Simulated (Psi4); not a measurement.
CH3S (SMILES C[S-]), charge -1, singlet, at a GFN2-xTB geometry (a gas-phase anion, which may not be bound at this level); Psi4 with CCSD(T)/STO-3G.

Here is a job for Psi4.
```
memory 2 GB

molecule mol {
-1 1
C    -0.031589    1.108495    0.006189
S     0.019821   -0.695564   -0.003883
H    -1.068375    1.463682   -0.032915
H     0.434815    1.501210    0.917701
H     0.505949    1.513161   -0.859785
}

set {
  basis sto-3g
  reference rhf
  freeze_core true
  mp2_type conv
  scf_type pk
  puream true
  d_convergence 1e-8
}

energy('ccsd(t)')
print_variables()
```

Q: Write the output that Psi4 gives for this input, abridged.

A: 
```
   => Loading Basis Set <=

    Name: STO-3G
    Role: ORBITAL
    Keyword: BASIS

         ---------------------------------------------------------
                                   SCF
               by Justin Turney, Rob Parrish, Andy Simmonett
                          and Daniel G. A. Smith
                              RHF Reference
         ---------------------------------------------------------

  ==> Geometry <==

    Molecular point group: c1
    Full point group: C1

    Geometry (in Angstrom), charge = -1, multiplicity = 1:

       Center              X                  Y                   Z               Mass
    ------------   -----------------  -----------------  -----------------  -----------------
         C           -0.034270974624     1.202622809043     0.006714218254    12.000000000000
         S            0.017139025376    -0.601436190957    -0.003357781746    31.972071174400
         H           -1.071056974624     1.557809809043    -0.032389781746     1.007825032230
         H            0.432133025376     1.595337809043     0.918226218254     1.007825032230
         H            0.503267025376     1.607288809043    -0.859259781746     1.007825032230

  Running in c1 symmetry.

  Rotational constants: A =      5.28548  B =      0.44177  C =      0.44177 [cm^-1]
  Rotational constants: A = 158454.70637  B =  13243.93525  C =  13243.93499 [MHz]
  Nuclear repulsion =   48.229831033419572

  Charge       = -1
  Multiplicity = 1
  Electrons    = 26
  Nalpha       = 13
  Nbeta        = 13

  ==> Algorithm <==

  SCF Algorithm Type is PK.
  DIIS enabled.
  MOM disabled.
  Fractional occupation disabled.
  Guess Type is SAD.
  Energy threshold   = 1.00e-08
  Density threshold  = 1.00e-08
  Integral threshold = 1.00e-12

  ==> Primary Basis <==

  Basis Set: STO-3G
    Blend: STO-3G
    Number of shells: 11
    Number of basis functions: 17
    Number of Cartesian functions: 17
    Spherical Harmonics?: true
    Max angular momentum: 1

  ==> Integral Setup <==

  Using in-core PK algorithm.
   Calculation information:
      Number of atoms:                   5
      Number of AO shells:              11
      Number of primitives:             33
      Number of atomic orbitals:        17
      Number of basis functions:        17

      Integral cutoff                 1.00e-12
      Number of threads:                 1

  Performing in-core PK
  Using 23562 doubles for integral storage.
  We computed 2142 shell quartets total.
[...]
  @RHF Final Energy:  -432.10229713401969
    Total Energy =                       -432.1022971340196932
[...]
              1   3         0.0010721280

    Largest TIjAb Amplitudes:
      4   4   0   0        -0.0946352499
      3   3   1   1        -0.0665979710
      2   2   2   2        -0.0665974980
      2   2   3   3        -0.0311390829
      3   3   3   3        -0.0311382530
      0   2   3   2        -0.0299663670
      2   0   2   3        -0.0299663670
      0   3   3   1        -0.0299662742
      3   0   1   3        -0.0299662742
      0   0   3   3        -0.0283171818

    SCF energy       (wfn)                    = -432.102297134019693
    Reference energy (file100)                = -432.102297134019636

    Opposite-spin MP2 correlation energy      =   -0.059137542021777
    Same-spin MP2 correlation energy          =   -0.005943745048836
    Singles MP2 correlation energy            =   -0.000000000000000
    MP2 correlation energy                    =   -0.065081287070613
      * MP2 total energy                      = -432.167378421090234

    Opposite-spin CCSD correlation energy     =   -0.082377155305059
    Same-spin CCSD correlation energy         =   -0.004832003970255
    Singles CCSD correlation energy           =    0.000000000000000
    CCSD correlation energy                   =   -0.087209159275314
      * CCSD total energy                     = -432.189506293294926

            **************************
            *                        *
            *        CCTRIPLES       *
            *                        *
            **************************

    Wave function   =    CCSD_T
    Reference wfn   =      RHF

    Nuclear Rep. energy (wfn)                =   48.229831033419572
    SCF energy          (wfn)                = -432.102297134019693
    Reference energy    (file100)            = -432.102297134019636
    CCSD energy         (file100)            =   -0.087209159275314
    Total CCSD energy   (file100)            = -432.189506293294926

    Number of ijk index combinations:               84
    Approx. words needed per explicit thread:             256
    Number of threads for explicit ijk threading:    1

    MKL num_threads set to 1 for explicit threading.

    (T) energy                                =   -0.000487356454036
      * CCSD(T) total energy                  = -432.189993649748999

  Variable Map:
  ----------------------------------------------------------------------------
[...]
  Array Variable Map:
  ----------------------------------------------------------------------------
[...]
[...]
```
